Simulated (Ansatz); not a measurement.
The lowest singlet and triplet of C6H4 (SMILES [c]1cc[c]cc1); geometries from B3LYP-D3(BJ)/def2-TZVP, each state relaxed from the structure named, with no frequency check, low spin by broken symmetry.
Singlet (charge 0, multiplicity 1):
```xyz
10

C     -0.05294     1.33069    -0.04311
C      1.18615     0.75591    -0.03662
C      1.24249    -0.66017     0.00926
C      0.05294    -1.33069     0.04311
C     -1.18615    -0.75591     0.03662
C     -1.24249     0.66017    -0.00926
H      2.10598     1.32590    -0.06448
H      2.20472    -1.15597     0.01593
H     -2.10598    -1.32590     0.06448
H     -2.20472     1.15597    -0.01593
```

A positive gap puts the triplet lower; no zero-point energy. R- takes a restricted singlet, here one determinant of a half-filled degenerate or near-degenerate pair, which mixes singlet states. U- takes an unrestricted singlet (broken symmetry where lower, unprojected). The triplet is unrestricted in single-reference levels.

Correlated levels freeze the cores.

Codes used: Ansatz (Gaussian basis) for Hartree–Fock, density functionals and correlated methods. Each number belongs to the level named beside it.

### Question
One of these levels gives -1.875 eV for the gap E(singlet) − E(triplet), vertical, at the singlet's geometry. Which?
A) U-PBE0/def2-TZVPP (spin-contaminated)
B) R-MP2/cc-pVTZ
C) R-HF/cc-pVTZ
D) U-PBE/def2-TZVPP (spin-contaminated)

### Answer
B, R-MP2/cc-pVTZ. The others give 3.848 (R-HF/cc-pVTZ), -0.192 (U-PBE/def2-TZVPP (spin-contaminated)), -0.122 (U-PBE0/def2-TZVPP (spin-contaminated))

Doubts at one or more of the structures used: a restricted determinant that unrestricted orbitals would lower (R-HF/cc-pVTZ, R-MP2/cc-pVTZ); a spin-contaminated determinant (R-HF/cc-pVTZ, R-MP2/cc-pVTZ).

Ansatz is a program for electronic structure.
